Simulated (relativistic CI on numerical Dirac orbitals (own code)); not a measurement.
# Ligand-field terms of d7

Computed with a parametric ligand-field model of a d^n configuration (Racah B and C, spin-orbit zeta, crystal field), exact diagonalisation.

Field parameters in Wybourne normalisation: Oh B⁴₀ = 21Dq, B⁴₄ = √(5/14) B⁴₀; Td as Oh with Dq negative (B⁴₀ = 21Dq, B⁴₄ = √(5/14) B⁴₀). The field is a parameter set, without covalency.

Lowest levels for B = 630, C = 2470, ζ = 450 cm⁻¹, Oh, 10Dq = 24900 cm⁻¹?

Γ8 0 (S 0.50), Γ6 12298 (S 1.50), Γ8 12569 (S 1.50), Γ7 13040 (S 1.50), Γ8 13052 (S 1.50), Γ8 22937 (S 0.50), Γ6 23266 (S 0.50), Γ8 23599 (S 0.50), Γ7 23753 (S 0.50) cm⁻¹, with S from ⟨S²⟩ = S(S + 1). The ground level has 1.02 electrons in the cubic e pair.

Lowest levels for B = 1040, C = 4350, ζ = 880 cm⁻¹, Td, 10Dq = -6100 cm⁻¹?

Γ8 0 (S 1.50), Γ8 5753 (S 1.49), Γ6 6026 (S 1.50), Γ8 6472 (S 1.50), Γ7 6651 (S 1.50), Γ6 9678 (S 1.49), Γ8 10438 (S 1.49), Γ7 11338 (S 1.50), Γ8 11537 (S 1.50) cm⁻¹, with S from ⟨S²⟩ = S(S + 1). The ground level has 3.97 electrons in the cubic e pair.

Lowest levels for B = 800, C = 2950, ζ = 180 cm⁻¹, Oh, 10Dq = 6850 cm⁻¹?

Γ6 0 (S 1.50), Γ8 125 (S 1.50), Γ8 332 (S 1.50), Γ7 346 (S 1.50), Γ6 6107 (S 1.50), Γ8 6114 (S 1.50), Γ8 6171 (S 1.50), Γ7 6226 (S 1.50), Γ8 7853 (S 0.50) cm⁻¹, with S from ⟨S²⟩ = S(S + 1). The ground level has 2.09 electrons in the cubic e pair.

Lowest levels for B = 800, C = 3370, ζ = 860 cm⁻¹, Oh, 10Dq = 12350 cm⁻¹?

Γ6 0 (S 1.50), Γ8 503 (S 1.49), Γ8 1207 (S 1.44), Γ7 1606 (S 1.50), Γ8 5012 (S 0.62), Γ8 11771 (S 1.42), Γ6 11832 (S 1.48), Γ8 11935 (S 1.49), Γ7 12335 (S 1.47) cm⁻¹, with S from ⟨S²⟩ = S(S + 1). The ground level has 2.06 electrons in the cubic e pair.

Lowest levels for B = 510, C = 2450, ζ = 3300 cm⁻¹, Oh, 10Dq = 28150 cm⁻¹?

Γ8 0 (S 0.58), Γ6 14261 (S 1.48), Γ8 15859 (S 1.44), Γ7 19963 (S 1.49), Γ8 20267 (S 1.46), Γ8 24855 (S 0.58), Γ8 28118 (S 0.58), Γ7 28280 (S 0.55), Γ6 28914 (S 0.54) cm⁻¹, with S from ⟨S²⟩ = S(S + 1). The ground level has 1.09 electrons in the cubic e pair; its S is far from a half-integer, so spin-orbit coupling mixes spin states.
